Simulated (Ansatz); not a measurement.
CH5GeNO, relaxed with RKS PBE-D4/def2-SVP in the Gaussian-basis code of Ansatz from a rough embedded geometry. The force threshold is 0.03 eV/Å; the program also tests the step.

Total charge 0; spin multiplicity 1. The bonds changed during the relaxation, so this is another structure than the one it started from.

Start:

```xyz
9

N    -0.067   -1.034    1.121
C    -0.251   -0.693   -0.235
O    -1.243    0.184   -0.369
Ge    0.232    1.043   -0.737
H     0.984   -1.352    1.237
H    -0.127   -0.190    1.787
H    -0.297   -1.528   -0.975
H     0.268    1.414   -2.235
H     0.500    2.157    0.408
```

```
step  energy (eV)  largest force (eV/Å)  largest move (Å)
   1  -61147.2285                 4.373             0.000
   2  -61147.9117                 2.132             0.193
   3  -61148.0991                 0.717             0.104
   4  -61148.1587                 0.933             0.150
   5  -61148.2266                 0.877             0.114
   6  -61148.2922                 0.876             0.200
   7  -61148.3487                 0.751             0.068
   8  -61148.4094                 0.423             0.115
   9  -61148.4440                 0.468             0.124
  10  -61148.4509                 0.798             0.191
  11  -61148.5241                 0.379             0.199
  12  -61148.5738                 0.897             0.195
  13  -61148.6279                 0.851             0.141
  14  -61148.6914                 1.067             0.193
  15  -61148.7652                 0.599             0.199
  16  -61148.7874                 0.669             0.165
  17  -61148.8043                 0.324             0.114
  18  -61148.8147                 0.111             0.051
  19  -61148.8153                 0.061             0.011
  20  -61148.8153                 0.010             0.008
```

End:

```xyz
9

N    -0.284   -1.397    1.322
C     0.112   -0.702    0.243
O    -0.193    0.487    0.056
Ge    0.535    1.446   -1.752
H    -0.016   -2.372    1.447
H    -0.862   -0.942    2.033
H     0.741   -1.265   -0.491
H    -0.955    2.012   -1.997
H     0.921    2.733   -0.862
```

Hardware: 4 threads of an Intel Xeon 6975P-C on a shared host. Wall time 13 s, peak host memory 0.17 GiB.
